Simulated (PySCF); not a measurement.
1,4-dioxane, SMILES C1COCCO1 (C₄H₈O₂), B3LYP/def2-SVP optimised geometry.

```
14

C      0.32     0.61     2.31
C     -0.54    -0.65     2.25
O     -0.25    -1.43     1.11
C      0.25    -0.70     0.00
C     -0.25     0.74     0.00
O      0.13     1.43     1.17
H      0.05     1.20     3.20
H      1.38     0.32     2.41
H     -0.36    -1.27     3.14
H     -1.61    -0.36     2.26
H      1.36    -0.70     0.00
H     -0.08    -1.22    -0.92
H      0.16     1.28    -0.86
H     -1.36     0.74    -0.11
```

Density from PySCF with B3LYP/def2-TZVP at that geometry.

Minimum of the electron density along straight lines between bonded atoms, close to the bond critical point (lines longer than 1.1 times the sum of covalent radii, or with two minima, are not listed):

```json
[
 {"bond": "C1–C2", "length / Å": "1.522", "ρ at the minimum / e bohr⁻³": "0.260", "∇²ρ there / e bohr⁻⁵": "-0.68", "position (fraction from the first atom)": "0.50"},
 {"bond": "C2–O3", "length / Å": "1.419", "ρ at the minimum / e bohr⁻³": "0.261", "∇²ρ there / e bohr⁻⁵": "-0.61", "position (fraction from the first atom)": "0.37"},
 {"bond": "O3–C4", "length / Å": "1.419", "ρ at the minimum / e bohr⁻³": "0.261", "∇²ρ there / e bohr⁻⁵": "-0.61", "position (fraction from the first atom)": "0.64"},
 {"bond": "C4–C5", "length / Å": "1.522", "ρ at the minimum / e bohr⁻³": "0.260", "∇²ρ there / e bohr⁻⁵": "-0.68", "position (fraction from the first atom)": "0.50"},
 {"bond": "C1–O6", "length / Å": "1.419", "ρ at the minimum / e bohr⁻³": "0.261", "∇²ρ there / e bohr⁻⁵": "-0.61", "position (fraction from the first atom)": "0.37"},
 {"bond": "C5–O6", "length / Å": "1.419", "ρ at the minimum / e bohr⁻³": "0.261", "∇²ρ there / e bohr⁻⁵": "-0.61", "position (fraction from the first atom)": "0.37"},
 {"bond": "C1–H7", "length / Å": "1.103", "ρ at the minimum / e bohr⁻³": "0.280", "∇²ρ there / e bohr⁻⁵": "-0.98", "position (fraction from the first atom)": "0.65"},
 {"bond": "C1–H8", "length / Å": "1.109", "ρ at the minimum / e bohr⁻³": "0.277", "∇²ρ there / e bohr⁻⁵": "-0.95", "position (fraction from the first atom)": "0.64"},
 {"bond": "C2–H9", "length / Å": "1.103", "ρ at the minimum / e bohr⁻³": "0.280", "∇²ρ there / e bohr⁻⁵": "-0.98", "position (fraction from the first atom)": "0.65"},
 {"bond": "C2–H10", "length / Å": "1.109", "ρ at the minimum / e bohr⁻³": "0.277", "∇²ρ there / e bohr⁻⁵": "-0.95", "position (fraction from the first atom)": "0.64"},
 {"bond": "C4–H11", "length / Å": "1.109", "ρ at the minimum / e bohr⁻³": "0.277", "∇²ρ there / e bohr⁻⁵": "-0.95", "position (fraction from the first atom)": "0.64"},
 {"bond": "C4–H12", "length / Å": "1.103", "ρ at the minimum / e bohr⁻³": "0.280", "∇²ρ there / e bohr⁻⁵": "-0.98", "position (fraction from the first atom)": "0.65"},
 {"bond": "C5–H13", "length / Å": "1.103", "ρ at the minimum / e bohr⁻³": "0.280", "∇²ρ there / e bohr⁻⁵": "-0.98", "position (fraction from the first atom)": "0.65"},
 {"bond": "C5–H14", "length / Å": "1.109", "ρ at the minimum / e bohr⁻³": "0.277", "∇²ρ there / e bohr⁻⁵": "-0.95", "position (fraction from the first atom)": "0.64"}
]
```
